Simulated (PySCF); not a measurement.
Sn(Cl)2(OMe)(NH2) (CH₅Cl₂NOSn), SMILES C[O][Sn]([NH2])([Cl])[Cl].

Geometry optimised at r2SCAN-D4/def2-SVP. The def2 effective core potentials stand for the cores of Sn; spin–orbit coupling is left out. The values are those of a single conformer.

Computed with IEF-PCM-ωB97X/def2-SVP (PySCF).

The values are the electrostatic part of the solvation free energy, E(continuum) − E(gas) at the gas-phase geometry, in a cavity of scaled van der Waals radii (PySCF's table); cavitation and dispersion terms are not included. A continuum can't describe solvent molecules that bind to the metal. In vacuum the orbital gap is 10.55 eV. The dipole moment in vacuum is 2.63 D.

```
solvent              ε  ΔG(elec) (kcal/mol)  dipole (D)  gap (eV)
---------------  -----  -------------------  ----------  --------
water            78.36                 -7.7        3.40     10.49
dichloromethane   8.93                 -6.5        3.28     10.51
acetonitrile     35.69                 -7.5        3.38     10.50
```
